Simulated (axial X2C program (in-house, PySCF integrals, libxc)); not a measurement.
**Density and ELF of MoAs**

Computed with an axial X2C code built on PySCF integrals. Two-component (2c) means X2C with spin–orbit coupling and atomic mean-field two-electron Coulomb and Gaunt terms. Basis: Mo dyall-cv3z [11s12p9d5f3g], As dyall-cv3z [9s9p6d4f1g] (cores contracted in-house); Gaussian nuclei, density fitting, unrestricted open shells. Masses: Mo 97.905 u, As 74.922 u.

PBE0, two-component, state Ω = 3/2 (⟨Sz⟩ = 1.50, ⟨Lz⟩ = 0.00 at PBE0); Mo at z = 0, As at z = 2.288 Å.

The maps cover the half plane through the axis: z from -2.4 to 4.2 Å along the bond, ρ from 0.15 to 2.25 Å away from it.

log10 of the density in e/bohr³:

```
 ρ\z  -2.4  -1.8  -1.2  -0.6   0.0   0.6   1.2   1.8   2.4   3.0   3.6   4.2
0.15  -3.2  -2.5  -1.5  -0.2   1.7  -0.2  -1.0  -0.1   1.2  -0.8  -1.6  -2.4
0.45  -3.2  -2.5  -1.6  -0.5   0.1  -0.5  -1.1  -0.6   0.1  -1.0  -1.7  -2.5
0.75  -3.3  -2.6  -1.9  -1.0  -0.5  -0.9  -1.3  -1.0  -0.9  -1.2  -1.9  -2.6
1.05  -3.4  -2.8  -2.1  -1.5  -1.1  -1.4  -1.5  -1.4  -1.3  -1.6  -2.1  -2.8
1.35  -3.6  -2.9  -2.4  -1.9  -1.7  -1.8  -1.8  -1.7  -1.7  -1.9  -2.4  -3.0
1.65  -3.7  -3.1  -2.6  -2.2  -2.1  -2.1  -2.2  -2.1  -2.1  -2.3  -2.7  -3.3
1.95  -3.9  -3.4  -2.9  -2.6  -2.4  -2.5  -2.5  -2.5  -2.5  -2.7  -3.1  -3.6
2.25  -4.1  -3.6  -3.2  -2.9  -2.8  -2.8  -2.9  -2.9  -2.9  -3.1  -3.4  -3.9
```

Electron localisation function (collinear form, no current term, damped to 0 at low density):

```
 ρ\z  -2.4  -1.8  -1.2  -0.6   0.0   0.6   1.2   1.8   2.4   3.0   3.6   4.2
0.15  0.05  0.09  0.24  0.79  0.54  0.72  0.54  0.38  0.34  0.24  0.88  0.71
0.45  0.05  0.10  0.19  0.71  0.33  0.63  0.57  0.17  0.53  0.42  0.88  0.68
0.75  0.05  0.11  0.17  0.48  0.74  0.39  0.62  0.42  0.22  0.73  0.84  0.60
1.05  0.04  0.14  0.20  0.34  0.48  0.28  0.63  0.69  0.65  0.82  0.77  0.46
1.35  0.03  0.15  0.24  0.34  0.37  0.30  0.59  0.69  0.72  0.76  0.64  0.29
1.65  0.02  0.14  0.28  0.36  0.35  0.34  0.50  0.56  0.60  0.60  0.44  0.12
1.95  0.01  0.10  0.26  0.34  0.36  0.33  0.36  0.39  0.41  0.38  0.22  0.03
2.25  0.00  0.04  0.18  0.27  0.30  0.25  0.21  0.21  0.21  0.17  0.07  0.01
```

Axial spin density in 10⁻³ e/bohr³:

```
 ρ\z  -2.4  -1.8  -1.2   -0.6    0.0    0.6  1.2    1.8    2.4    3.0   3.6   4.2
0.15   0.3   1.6  10.4  101.3  476.5  101.1  3.3   -4.0  -28.8   -6.1  -2.7  -0.6
0.45   0.3   1.5   9.4   76.3  110.5   76.3  2.2  -15.7   -1.5  -10.4  -2.9  -0.6
0.75   0.3   1.4   7.8   46.0  106.4   45.1  1.1  -20.0  -23.2  -11.6  -2.6  -0.5
1.05   0.3   1.2   5.7   24.0   45.9   22.6  0.6  -13.7  -17.8   -8.3  -2.0  -0.4
1.35   0.2   0.9   3.6   11.7   18.7   10.6  0.3   -7.0   -9.1   -4.7  -1.3  -0.3
1.65   0.1   0.6   2.1    5.5    7.8    4.8  0.3   -3.2   -4.1   -2.3  -0.7  -0.2
1.95   0.1   0.4   1.1    2.6    3.3    2.1  0.2   -1.3   -1.7   -1.1  -0.4  -0.1
2.25   0.1   0.2   0.6    1.2    1.4    0.9  0.1   -0.5   -0.7   -0.5  -0.2  -0.1
```

The state is a single determinant with fixed occupations, the lowest that a limited PBE0 search found. Density functionals use the spin component along the axis (collinear). With several unpaired electrons one determinant need not be a pure state. This is the top spin component of a Σ state; components of lower Ω are not single determinants and can lie lower. The determinant is spin-polarised beyond a pure state at some levels (its spin-free form has ⟨S²⟩ too high), which makes Re and μ there less reliable.
